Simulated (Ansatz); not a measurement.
A nudged elastic band was laid between two geometries of H₈O₂Si₃ (13 atoms, charge 0, multiplicity 1).

All numbers below come from RHF/6-31G (Ansatz 0.2.0).

```json
{"movable images": "5", "climbing image": "yes", "spring": "5.0 eV/Å²", "optimiser": "fire", "start path": "through a guess of the saddle point", "force threshold": "0.05 eV/Å", "iteration limit": "60", "end points": "relaxed"}
```

First end point:

```xyz
13
Properties=species:S:1:pos:R:3
O 0.788 -1.845 2.183
Si 0.985 -0.940 0.758
O 0.547 -1.847 -0.618
Si -0.428 0.950 0.631
Si -0.870 1.503 -1.633
H 0.012 -2.183 2.604
H 2.441 -0.654 0.731
H 0.896 -2.656 -0.962
H -1.702 0.651 1.354
H 0.236 2.094 1.326
H -1.760 0.482 -2.252
H 0.411 1.570 -2.396
H -1.536 2.839 -1.711
```

Last end point:

```xyz
13
Properties=species:S:1:pos:R:3
O -0.079 -2.064 1.643
Si 0.981 -0.940 0.934
O 1.398 -1.411 -0.650
Si -0.007 1.180 0.612
Si -1.168 1.246 -1.457
H -0.956 -2.334 1.418
H 2.174 -0.991 1.815
H 1.838 -2.184 -0.973
H -0.943 1.459 1.743
H 1.065 2.222 0.629
H -2.080 0.067 -1.562
H -0.208 1.227 -2.595
H -1.995 2.488 -1.541
```

Task: Which bonds break or form, and what moves?

Result: No bond is made or broken. The dihedral O1–Si2–Si4–Si5 goes from -153 to -86°.

Task: What energy profile does the band end with?

Result: The run converged. The highest image is number 3 of 0 to 6, 0.009 eV above the first end and 0.004 eV above the last; the last end lies 0.005 eV above the first. The top lies less than 8 meV above the higher end, about what the thresholds resolve: that end is a shoulder or a very shallow well. Another band between the same ends (5 images) ends at a top of the same energy, where a vibrational analysis finds no clearly imaginary modes. Limits of this set-up: no polarisation functions.

| image | path coordinate (Å) | energy (eV) | dihedral O1–Si2–Si4–Si5 (°) |
| --- | --- | --- | --- |
| 0 | 0.00 | 0.000 | -153 |
| 1 | 0.56 | 0.002 | -142 |
| 2 | 1.12 | 0.005 | -131 |
| 3 | 1.68 | 0.009 | -120 |
| 4 | 2.27 | 0.008 | -108 |
| 5 | 2.86 | 0.006 | -97 |
| 6 | 3.45 | 0.005 | -86 |

Task: What is the geometry of the highest image?

Result: 
```xyz
13
Properties=species:S:1:pos:R:3
O 0.339 -2.007 1.973
Si 1.007 -0.923 0.845
O 0.946 -1.600 -0.720
Si -0.219 1.092 0.651
Si -1.002 1.363 -1.570
H -0.547 -2.324 2.067
H 2.418 -0.783 1.284
H 1.310 -2.414 -1.037
H -1.362 1.036 1.614
H 0.656 2.238 1.044
H -1.908 0.236 -1.932
H 0.150 1.409 -2.513
H -1.768 2.642 -1.692
```

Time of the run: 8.6 min on 1 thread of Arm Neoverse V2, on a shared host, peak memory 0.15 GiB.
